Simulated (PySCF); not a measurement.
Stepwise substitution at one centre (Al Br-NH2). Gas-phase values, no solvent. Strings in code marks are SMILES.

The HOMO–LUMO gap from two functionals at the same geometries (B3LYP-D3(BJ)/def2-TZVP), both in PySCF: PBE-D3(BJ)/def2-TZVP and B3LYP-D3(BJ)/def2-TZVP. B3LYP has the VWN-RPA correlation part, as in Gaussian. 

| species | PBE-D3(BJ)/def2-TZVP (eV) | B3LYP-D3(BJ)/def2-TZVP (eV) |
|---|---|---|
| 0 of 3 Br replaced by NH2 (`[Br][Al]([Br])[Br]`) | 4.92 | 6.49 |
| 1 of 3 Br replaced by NH2 | 4.90 | 6.61 |
| 2 of 3 Br replaced by NH2 (`[Al]([Br])([NH2])[NH2]`) | 4.84 | 6.54 |
| 3 of 3 Br replaced by NH2 (`[NH2][Al]([NH2])[NH2]`) | 4.76 | 6.43 |

Over these rows, drawn at random from the members with no instability flagged (it was tested for open shells, ions and some series alone), PBE minus B3LYP-D3(BJ): mean -1.66 eV, from -1.71 eV to -1.57 eV.
